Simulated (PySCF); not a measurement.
PySCF input for C2H5BCl2, SMILES CCB(Cl)Cl, PBE-D3(BJ)/def2-SVP. Geometry optimised at PBE-D3(BJ)/def2-SVP. Other conformers were not sampled.

```python
import numpy as np
from pyscf import gto, scf, dft, df
from pyscf.hessian import thermo

mol = gto.M(
    atom='''
    B    -0.11297025   -0.17963769   -0.00000000
    Cl    1.62390246    0.13341275    0.00000000
    Cl   -0.63988435   -1.86703057   -0.00000000
    C    -1.17058396    0.97857054    0.00000000
    C    -0.65406496    2.41967140    0.00000000
    H    -1.83919994    0.79043433   -0.87278910
    H    -1.83919994    0.79043433    0.87278910
    H    -0.02551864    2.62379090    0.89001135
    H    -0.02551864    2.62379090   -0.89001135
    H    -1.48612611    3.15178933    0.00000000
    ''',
    basis='def2-SVP',
    charge=0,
    spin=0,
    max_memory=1600,
    verbose=3,
)
mf = dft.RKS(mol, xc='pbe').density_fit(auxbasis='def2-universal-jkfit')
mf.disp = 'd3bj'
mf.grids.level = 3
mf.conv_tol = 1e-11
mf.max_cycle = 100
mf.kernel()

# [left out here: the lines that compute and print the analytic Hessian (its translational invariance restored by hand, since the grid's response is missing), thermochemistry and intensities]
```

It prints:

```
converged SCF energy = -1023.67839857672

WARN: DFTD3 does not support analytical Hessian, using finite difference


WARN: Mole.unit (angstrom) is changed to Bohr

Mode                                 0                   1                   2
Irrep
Freq [cm^-1]                       30.9265            169.6367            198.3219
Reduced mass [au]                   1.7095              4.3521              1.2069
Force const [Dyne/A]                0.0010              0.0738              0.0280
Char temp [K]                      44.4963            244.0694            285.3410
Normal mode                   x     y     z       x     y     z       x     y     z
       0   B                 0.00  0.00 -0.03   -0.05 -0.02  0.00   -0.00 -0.00 -0.07
       1  Cl                -0.00  0.00 -0.03   -0.07  0.07  0.00   -0.00  0.00  0.01
       2  Cl                -0.00  0.00  0.04    0.02 -0.05 -0.00    0.00 -0.00  0.02
       3   C                -0.00 -0.00 -0.12   -0.01  0.01  0.00   -0.00  0.00 -0.08
       4   C                 0.00 -0.00  0.11    0.16 -0.04 -0.00    0.00 -0.00  0.04
       5   H                 0.21  0.08 -0.30   -0.02  0.08 -0.00   -0.01  0.06 -0.09
       6   H                -0.21 -0.08 -0.30   -0.02  0.08  0.00    0.01 -0.06 -0.09
       7   H                -0.22 -0.07  0.28    0.19 -0.13 -0.00    0.39 -0.22 -0.19
       8   H                 0.22  0.07  0.28    0.19 -0.13  0.00   -0.39  0.22 -0.19
       9   H                 0.00  0.00 -0.04    0.25  0.06 -0.00    0.00 -0.00  0.57
Mode                                 3                   4                   5
Irrep
Freq [cm^-1]                      258.4861            366.1876            374.2684
Reduced mass [au]                  11.3330              4.9902              2.1256
Force const [Dyne/A]                0.4461              0.3943              0.1754
Char temp [K]                     371.9040            526.8624            538.4890
Normal mode                   x     y     z       x     y     z       x     y     z
       0   B                -0.06  0.05 -0.00   -0.01  0.04 -0.00    0.00 -0.00 -0.22
       1  Cl                -0.06 -0.08 -0.00    0.00 -0.03  0.00    0.00  0.00  0.02
       2  Cl                 0.10  0.00  0.00    0.03  0.10  0.00   -0.00 -0.00  0.03
       3   C                -0.04  0.08 -0.00   -0.10 -0.07 -0.00    0.00  0.00 -0.02
       4   C                -0.01  0.08  0.00    0.02 -0.14  0.00   -0.00  0.00  0.02
       5   H                -0.05  0.11 -0.00   -0.08 -0.08 -0.01   -0.34  0.08  0.23
       6   H                -0.05  0.11  0.00   -0.08 -0.08  0.01    0.34 -0.08  0.23
       7   H                -0.01  0.07  0.00    0.06 -0.23 -0.00   -0.14 -0.00  0.12
       8   H                -0.01  0.07 -0.00    0.06 -0.23  0.00    0.14  0.00  0.12
       9   H                 0.00  0.10 -0.00    0.13 -0.02 -0.00   -0.00  0.00 -0.10
Mode                                 6                   7                   8
Irrep
Freq [cm^-1]                      531.5216            681.9406            900.4489
Reduced mass [au]                   5.2016              1.7361              2.2281
Force const [Dyne/A]                0.8658              0.4757              1.0644
Char temp [K]                     764.7412            981.1607           1295.5455
Normal mode                   x     y     z       x     y     z       x     y     z
       0   B                -0.06  0.04  0.00   -0.00 -0.00  0.15    0.15  0.15 -0.00
       1  Cl                 0.09  0.01 -0.00    0.00 -0.00 -0.01   -0.03 -0.01  0.00
       2  Cl                -0.02 -0.05 -0.00    0.00  0.00 -0.01   -0.01 -0.03  0.00
       3   C                -0.17  0.06  0.00    0.00  0.00 -0.13   -0.00  0.00  0.00
       4   C                -0.00  0.02 -0.00   -0.00 -0.00 -0.01   -0.04  0.04 -0.00
       5   H                -0.16  0.10 -0.01   -0.35 -0.12  0.18    0.09 -0.27 -0.01
       6   H                -0.16  0.10  0.01    0.35  0.12  0.18    0.09 -0.27  0.01
       7   H                 0.04 -0.10 -0.01   -0.11 -0.24  0.13    0.08 -0.18 -0.03
       8   H                 0.04 -0.10  0.01    0.11  0.24  0.13    0.08 -0.18  0.03
       9   H                 0.13  0.17  0.00   -0.00 -0.00  0.13    0.22  0.33  0.00
Mode                                 9                  10                  11
Irrep
Freq [cm^-1]                      942.8803            951.8539           1038.1756
Reduced mass [au]                   1.2475              3.2730              2.6610
Force const [Dyne/A]                0.6534              1.7472              1.6898
Char temp [K]                    1356.5948           1369.5058           1493.7036
Normal mode                   x     y     z       x     y     z       x     y     z
       0   B                 0.00  0.00  0.07   -0.01  0.19 -0.00    0.19  0.01  0.00
       1  Cl                -0.00 -0.00 -0.00   -0.00 -0.00  0.00   -0.02 -0.01 -0.00
       2  Cl                -0.00 -0.00 -0.00   -0.01 -0.03  0.00   -0.01 -0.00 -0.00
       3   C                 0.00  0.00 -0.08    0.05  0.08  0.00   -0.11 -0.06  0.00
       4   C                -0.00 -0.00  0.08    0.01 -0.14 -0.00    0.08  0.02 -0.00
       5   H                -0.19  0.40 -0.00    0.05  0.14 -0.01   -0.15  0.21 -0.02
       6   H                 0.19 -0.40 -0.00    0.05  0.14  0.01   -0.15  0.21  0.02
       7   H                 0.17  0.36 -0.13   -0.09  0.02  0.03   -0.05  0.25  0.04
       8   H                -0.17 -0.36 -0.13   -0.09  0.02 -0.03   -0.05  0.25 -0.04
       9   H                -0.00 -0.00 -0.23   -0.20 -0.37  0.00   -0.10 -0.18  0.00
Mode                                12                  13                  14
Irrep
Freq [cm^-1]                     1073.1556           1199.4583           1287.2017
Reduced mass [au]                   2.0498              1.2316              2.1937
Force const [Dyne/A]                1.3909              1.0440              2.1415
Char temp [K]                    1544.0320           1725.7535           1851.9967
Normal mode                   x     y     z       x     y     z       x     y     z
       0   B                -0.11  0.10  0.00    0.00 -0.00 -0.03    0.05 -0.10  0.00
       1  Cl                 0.01  0.00 -0.00    0.00  0.00  0.00   -0.00  0.00 -0.00
       2  Cl                -0.00 -0.01  0.00    0.00  0.00  0.00    0.00  0.01  0.00
       3   C                -0.04 -0.10 -0.00   -0.00  0.00 -0.07   -0.09  0.16  0.00
       4   C                 0.10  0.07  0.00    0.00  0.00  0.11    0.04 -0.04 -0.00
       5   H                 0.05 -0.37 -0.01   -0.01 -0.54  0.04    0.22 -0.31 -0.14
       6   H                 0.05 -0.37  0.01    0.01  0.54  0.04    0.22 -0.31  0.14
       7   H                -0.01  0.25  0.04    0.17  0.23 -0.07   -0.13  0.02  0.10
       8   H                -0.01  0.25 -0.04   -0.17 -0.23 -0.07   -0.13  0.02 -0.10
       9   H                -0.09 -0.15 -0.00   -0.00 -0.00 -0.21   -0.07 -0.16  0.00
Mode                                15                  16                  17
Irrep
Freq [cm^-1]                     1342.2425           1356.9083           1423.1938
Reduced mass [au]                   1.1235              1.2354              1.0526
Force const [Dyne/A]                1.1926              1.3401              1.2562
Char temp [K]                    1931.1881           1952.2890           2047.6590
Normal mode                   x     y     z       x     y     z       x     y     z
       0   B                 0.03 -0.01  0.00    0.01 -0.01 -0.00   -0.02  0.01  0.00
       1  Cl                -0.00 -0.00 -0.00   -0.00  0.00  0.00    0.00  0.00 -0.00
       2  Cl                -0.00  0.00  0.00    0.00  0.00  0.00    0.00 -0.00  0.00
       3   C                 0.03  0.04  0.00    0.03  0.06 -0.00    0.03 -0.03  0.00
       4   C                 0.04  0.06 -0.00   -0.02 -0.11  0.00    0.04 -0.01  0.00
       5   H                -0.37 -0.16  0.33   -0.26 -0.17  0.26   -0.00  0.07  0.01
       6   H                -0.37 -0.16 -0.33   -0.26 -0.17 -0.26   -0.00  0.07 -0.01
       7   H                -0.05 -0.28  0.13    0.01  0.39 -0.12   -0.49 -0.03  0.37
       8   H                -0.05 -0.28 -0.13    0.01  0.39  0.12   -0.49 -0.03 -0.37
       9   H                -0.24 -0.27  0.00    0.27  0.24 -0.00    0.29  0.30 -0.00
Mode                                18                  19                  20
Irrep
Freq [cm^-1]                     1424.6531           2950.7490           2977.4710
Reduced mass [au]                   1.0337              1.0639              1.0371
Force const [Dyne/A]                1.2362              5.4578              5.4170
Char temp [K]                    2049.7586           4245.4709           4283.9178
Normal mode                   x     y     z       x     y     z       x     y     z
       0   B                -0.00  0.00 -0.00   -0.00 -0.00  0.00    0.00 -0.00 -0.00
       1  Cl                 0.00  0.00  0.00    0.00  0.00 -0.00   -0.00 -0.00  0.00
       2  Cl                 0.00 -0.00  0.00    0.00  0.00  0.00   -0.00  0.00 -0.00
       3   C                 0.00 -0.00 -0.02   -0.07 -0.02  0.00   -0.00 -0.00  0.00
       4   C                 0.00 -0.00 -0.04    0.00 -0.00  0.00    0.02  0.05  0.00
       5   H                -0.01 -0.06 -0.00    0.40  0.10  0.54    0.01  0.00  0.01
       6   H                 0.01  0.06 -0.00    0.40  0.10 -0.54    0.01  0.00 -0.01
       7   H                -0.23  0.44  0.04   -0.01 -0.00 -0.01   -0.31 -0.09 -0.45
       8   H                 0.23 -0.44  0.04   -0.01 -0.00  0.01   -0.31 -0.09  0.45
       9   H                 0.00  0.00  0.68   -0.04  0.03 -0.00    0.45 -0.38  0.00
Mode                                21                  22                  23
Irrep
Freq [cm^-1]                     2983.6917           3064.6596           3066.2273
Reduced mass [au]                   1.0954              1.1039              1.1028
Force const [Dyne/A]                5.7456              6.1087              6.1087
Char temp [K]                    4292.8681           4409.3629           4411.6184
Normal mode                   x     y     z       x     y     z       x     y     z
       0   B                 0.00  0.00  0.00    0.00  0.00  0.00   -0.00 -0.00  0.00
       1  Cl                -0.00 -0.00  0.00   -0.00 -0.00  0.00    0.00  0.00 -0.00
       2  Cl                -0.00 -0.00 -0.00   -0.00 -0.00 -0.00    0.00 -0.00 -0.00
       3   C                 0.00  0.00  0.08    0.00  0.00  0.00   -0.00 -0.00  0.01
       4   C                -0.00 -0.00 -0.01    0.08 -0.03  0.00   -0.00  0.00  0.09
       5   H                -0.41 -0.10 -0.52   -0.02 -0.01 -0.03   -0.04 -0.01 -0.05
       6   H                 0.41  0.10 -0.52   -0.02 -0.01  0.03    0.04  0.01 -0.05
       7   H                 0.04  0.01  0.06   -0.21 -0.08 -0.33   -0.38 -0.12 -0.53
       8   H                -0.04 -0.01  0.06   -0.21 -0.08  0.33    0.38  0.12 -0.53
       9   H                -0.00  0.00 -0.00   -0.57  0.50  0.00    0.00 -0.00  0.02
temperature 298.1500 [K]
pressure 101325.00 [Pa]
Rotational constants [GHz] 3.60055 2.15591 1.37141
Symmetry number 1
Zero-point energy (ZPE) 0.06970 [Eh]   182994.313 [J/mol]
                           tot       elec      trans        rot        vib
Entropy [J/mol/K]       349.753      0.000    167.456    116.330     65.968
Cv [J/mol/K]             89.333      0.000     12.472     12.472     64.389
Cp [J/mol/K]             97.647      0.000     20.786     12.472     64.389
Internal energy [J/mol]                      3718.434   3718.434 192940.488
Internal energy [Eh]   -1023.60208  -1023.67840
Enthalpy [J/mol]                             6197.391   3718.434 192940.488
Enthalpy [Eh]          -1023.60113
Gibbs free energy [J/mol]                  -43729.609 -30965.283 173272.207
Gibbs free energy [Eh] -1023.64085
mode   freq/cm-1   IR/(km/mol)
   1       30.93         0.670
   2      169.64         0.301
   3      198.32         0.242
   4      258.49         1.654
   5      366.19         1.825
   6      374.27         0.039
   7      531.52         5.251
   8      681.94        14.679
   9      900.45       177.342
  10      942.88         0.032
  11      951.85        95.239
  12     1038.18       111.709
  13     1073.16        62.562
  14     1199.46         0.266
  15     1287.20        61.506
  16     1342.24         5.070
  17     1356.91         1.652
  18     1423.19        14.043
  19     1424.65         7.785
  20     2950.75        17.136
  21     2977.47        24.433
  22     2983.69         1.867
  23     3064.66        17.734
  24     3066.23        14.521
max |gradient| / (hartree/bohr): 3.0471567256026453e-05
APT charges: [ 1.0838 -0.4251 -0.453  -0.2577  0.0698  0.0078  0.0078 -0.0039 -0.0039
 -0.0256]
```

The run converged.

Cost: around 2.4 core-minutes (rough).
